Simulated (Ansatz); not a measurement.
Calculated with Ansatz (gas phase, PBE0-D4/def2-TZVP geometries, no zero-point term in ΔE). CCSD(T)/CBS is the MP2 limit (def2-TZVPP, def2-QZVPP) plus CCSD(T) − MP2 in def2-TZVPP, frozen cores. This one scheme is used for every species. DFT in def2-TZVPP. B3LYP here is the variant with VWN-RPA as its local correlation; programs differ in this. For Br, Ge outer-core shells are correlated without core-valence functions, which leaves a few kJ/mol of doubt a bond. Scalar relativity is left out up to krypton. Each species was taken in one conformer, which may not be the lowest.

`[GeH3][CH2]CBr` + `CBF` → `C[B](F)[GeH3]` + `CCBr`  (formal exchange of groups at a Ge–C bond)

```json
{"level": "ωB97M-V", "ΔE (kcal/mol)": "-1.1"}
{"level": "PBE0", "ΔE (kcal/mol)": "-2.5"}
{"level": "B3LYP", "ΔE (kcal/mol)": "-2.0"}
{"level": "MP2/def2-TZVPP", "ΔE (kcal/mol)": "1.1"}
{"level": "CCSD(T)/def2-TZVPP", "ΔE (kcal/mol)": "-0.4"}
{"level": "HF/def2-QZVPP", "ΔE (kcal/mol)": "0.0"}
{"level": "MP2/def2-QZVPP", "ΔE (kcal/mol)": "1.1"}
{"level": "SCS-MP2/def2-QZVPP", "ΔE (kcal/mol)": "0.9"}
```

Question: What does CCSD(T)/CBS give? (An estimate is asked.)

Answer: The calculation gave: -0.5 kcal/mol. The listed levels differ from it by -0.6, -2.0, -1.5, 1.6, 0.1, 0.5, 1.6, 1.4 kcal/mol.

Largest T1 diagnostic among the species: 0.013.
